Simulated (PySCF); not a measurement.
MoCl₄H₂, SMILES [MoH2]([Cl])([Cl])([Cl])[Cl], multiplicity 1.

Geometry: B3LYP-D3(BJ)/def2-SVP. The spin state was assumed, not searched. The structure was generated by enumeration; whether it is a known compound was not checked. The def2 effective core potentials stand for the cores of Mo; spin–orbit coupling is left out.

Two levels are set side by side: PBE/def2-TZVP (PySCF) and ωB97X/def2-TZVP (PySCF). Same geometry, gas phase. Differences are taken from unrounded values.

```json
[
 {"quantity": "orbital gap (eV)", "ωB97X": "7.65"},
 {"quantity": "highest occupied level (eV)", "ωB97X": "-10.83"},
 {"quantity": "lowest empty level (eV)", "ωB97X": "-3.18"},
 {"quantity": "dipole moment (D)", "ωB97X": "0.50"},
 {"quantity": "mean polarisability (bohr³)", "ωB97X": "104.2"}
]
```

Task: What does PBE give, and how far is it from ωB97X? (An estimate is asked for; the answer gives what the named calculation found.)

Result: 
| quantity | PBE | PBE minus ωB97X |
|---|---|---|
| orbital gap (eV) | 1.36 | -6.29 |
| highest occupied level (eV) | -7.04 | 3.78 |
| lowest empty level (eV) | -5.69 | -2.51 |
| dipole moment (D) | 0.15 | -0.36 |
| mean polarisability (bohr³) | 109.3 | 5.1 |

PBE's occupied levels lie high since its potential decays too fast outside the molecule; exact exchange lowers them and widens the gap. Loosely held outer electrons make PBE densities more polarisable. Differences between two approximate levels are no errors against the true value.

Rough cost on one machine, each run with all the roots and properties that it gave: ωB97X against PBE within a factor of 2.
